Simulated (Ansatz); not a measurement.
Geometry optimisation, UKS BLYP/def2-mTZVP (Ansatz 0.2.0).

The input (input.yaml):

```yaml
crystal:
  periodic: [false, false, false]
  atoms:
    - { symbol: Ge, position_ang: [-0.6206, -0.4289, 0.2481] }
    - { symbol: Se, position_ang: [0.6959, 1.4238, -0.3955] }
    - { symbol: H, position_ang: [0.1033, -1.7019, 0.1069] }
    - { symbol: H, position_ang: [-1.8302, -0.4372, -0.7016] }
    - { symbol: H, position_ang: [-0.40351, 0.0551, 1.6832] }
magnetization:
  spin_polarized: true
  initial_magnetization: 1
basis:
  gaussian: { orbitals: def2-mTZVP }
hamiltonian:
  xc: blyp
relax:
  f_tol: 0.02
  max_steps: 50
output:
  orbitals: {}
```

Run as:

```bash
$ ansatz run input.yaml --threads 2 --pin off --max-ram 3072MiB --backend cpu --events-out ev --progress --plain --runs-dir out
```

Problem. Where does it end, and by what steps?

Solution. The run converged. After 4 steps the energy has fallen by 0.427 eV; H5 moved furthest, 0.34 Å.

| step | energy less start (eV) | largest force component (eV/Å) | accepted |
| --- | --- | --- | --- |
| 0 | 0.0000 | 1.357 | yes |
| 1 | -0.3598 | 0.465 | yes |
| 2 | -0.4232 | 0.253 | yes |
| 3 | -0.4268 | 0.059 | yes |
| 4 | -0.4269 | 0.003 | yes |

```xyz
5
Properties=species:S:1:pos:R:3
Ge -0.508 -0.358 0.223
Se 0.834 1.453 -0.573
H 0.221 -1.716 0.050
H -1.882 -0.397 -0.495
H -0.720 -0.071 1.735
```

Run time: 20 s on 2 threads of Arm Neoverse V1, with other jobs on the host, peak memory 0.17 GiB.
